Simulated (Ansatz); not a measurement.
Consider the formal exchange of groups at the Si–Se bond: `C[SiH2][SiH2][SeH]` + `C=N` → `C[SiH2][SiH2]C=N` + H₂Se.

Isolated molecules relaxed with PBE0-D4/def2-TZVP in Ansatz; ΔE leaves out vibrations. CCSD(T)/CBS adds triple-zeta CCSD(T) − MP2 to the extrapolated MP2 energy (def2 sets, frozen cores). This one scheme is used for every species. Functionals use def2-TZVPP. B3LYP here is the variant with VWN-RPA as its local correlation; programs differ in this. For Se outer-core shells are correlated without core-valence functions, which leaves a few kJ/mol of doubt a bond. Scalar relativity is left out up to krypton. One conformer a species, not always the lowest.

Is it downhill or uphill in electronic energy at CCSD(T)/CBS, and by how much? (Best estimate.)

The calculation gave: Uphill: ΔE = +73.7 kJ/mol.

What do these levels give: r2SCAN-D4, B3LYP-D4, B2PLYP, HF/def2-TZVPP, MP2/def2-TZVPP, CCSD/CBS(def2)? (Best estimate.)

The calculation gave: r2SCAN-D4 72.8, B3LYP-D4 69.3, B2PLYP 71.0, HF/def2-TZVPP 75.3, MP2/def2-TZVPP 75.0, CCSD/CBS(def2) 74.4 kJ/mol.

Largest T1 diagnostic among the species: 0.013.

From PBE to PBE0 (25 % exact exchange), in def2-TZVPP and without D4, ΔE moves by +3.1 kJ/mol.
